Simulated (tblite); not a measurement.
Species: C6H13P.
Z-matrix (Å and degrees, GFN2-xTB geometry), rows numbered from 1:
```
C 
C   1  1.5200
C   2  1.5379  1  115.34
P   3  1.8781  2   92.68  1  -139.26
C   4  1.8561  3   98.30  2   -84.56
C   2  1.5402  1  115.60  3  -111.10
C   6  1.5153  2  117.95  1   -95.22
H   1  1.0886  2  110.46  3    56.31
H   1  1.0885  2  110.50  3   176.40
H   1  1.0887  2  110.41  3   -63.65
H   2  1.0935  1  108.66  3   124.71
H   3  1.0892  2  116.43  1    99.87
H   3  1.0907  2  111.77  1   -26.12
H   5  1.0887  4  108.98  3   157.44
H   5  1.0894  4  107.63  3   -85.45
H   5  1.0874  4  112.77  3    35.09
H   6  1.0960  2  109.48  1    30.53
H   7  1.0886  6  110.30  2  -174.85
H   7  1.0895  6  110.11  2    65.55
H   7  1.0878  6  111.25  2   -54.43
```

Calculated harmonic vibrations of the isolated species, GFN2-xTB (tblite), most abundant isotopes, no scaling. Against measured fundamentals such values can be off by several per cent, at times by over 20. One conformer, not necessarily the lowest.

Harmonic wavenumbers (cm⁻¹): 96.9, 159.8, 188.1, 207.3, 211.2, 218.2, 277.7, 306.5, 348.5, 484.8, 499.3, 664.6, 704.3, 747.4, 780.8, 845.3, 866.5, 896.3, 940.8, 981.5, 998.7, 1023.4, 1097.7, 1128.1, 1144.3, 1160.7, 1182.6, 1207.7, 1255.8, 1300.4, 1313.8, 1344.1, 1405.6, 1410.2, 1440.9, 1450.1, 1458.8, 1495.6, 1498.3, 1500.5, 1502.1, 2914.3, 2942.9, 2977.4, 2986.1, 3003.8, 3005.1, 3008.5, 3014.5, 3019.8, 3022.2, 3023.0, 3028.0, 3032.7.

A = 2941, B = 1832, C = 1393 MHz; mass 116.075 u (most abundant isotopes); point group C1, symmetry number 1.

Question: What is the zero-point energy?

Answer: ½Σν̃ = 38362 cm⁻¹ = 109.68 kcal/mol.

Question: Give the ideal-gas entropy at 200 K and 1 bar in the rigid-rotor, harmonic-oscillator model (classical rotation).

Answer: Translation 38.20, rotation 26.96, vibration 13.38: S = 78.5 cal/(mol K).

Question: And Cp and H(200 K) − H(0)?

Answer: Cp = 26.12 cal/(mol K), of which vibrations give 18.18 (their classical limit is 54 R = 107.3); H(200 K) − H(0) = 3.25 kcal/mol without the zero-point energy, 1.66 from vibrations.

Question: What must be added to the electronic energy to get the Gibbs energy at 200 K and 1 bar?

Answer: ZPE + [H(200 K) − H(0)] − T·S = 109.68 + 3.25 − 15.71 = 97.22 kcal/mol.

Question: How do the functions run with temperature in this model?

Answer: 
```
 T (K)  S (cal/(mol K))  Cp (cal/(mol K))  H − H(0) (kcal/mol)  G − H(0) (kcal/mol)  ln q(vib)
   150             71.7              21.6                 2.06                -8.70       1.53
   250             84.9              30.9                 4.68               -16.54       3.61
298.15             90.7              35.8                 6.28               -20.77       4.67
   400            102.7              46.1                10.45               -30.62       6.96
   600            124.7              62.7                21.42               -53.40      11.60
   900            153.5              79.3                42.92               -95.26      18.45
```

q(vib) and H(0) count from the zero-point level.

Question: Which modes carry the vibrational entropy at 200 K?

Answer: 96.9 cm⁻¹: 2.74; 159.8 cm⁻¹: 1.82; 188.1 cm⁻¹: 1.53; 207.3 cm⁻¹: 1.37; 211.2 cm⁻¹: 1.34; 218.2 cm⁻¹: 1.28 cal/(mol K); the other 48 give 3.30 together.

Question: Blend soft modes into free rotors: weight 1/[1 + (100 cm⁻¹/ν̃)⁴] for the oscillator and the rest for a rotor with moment μB/(μ + B), μ = h/(8π²ν), B = 10⁻⁴⁴ kg m². What vibrational entropy results?

Answer: 13.36 cal/(mol K) in place of 13.38, which changes −T·S at 200 K by 0.00 kcal/mol.

Hindered rotation and anharmonicity are outside this model. Other conformers, if any are populated, would add a mixing term that is left out. The structure is chiral; the term R ln 2 for an equal mix with its mirror image is left out.

Hardware: an Arm Neoverse V1 with one thread, shared host. The figure is for the frequency step alone.
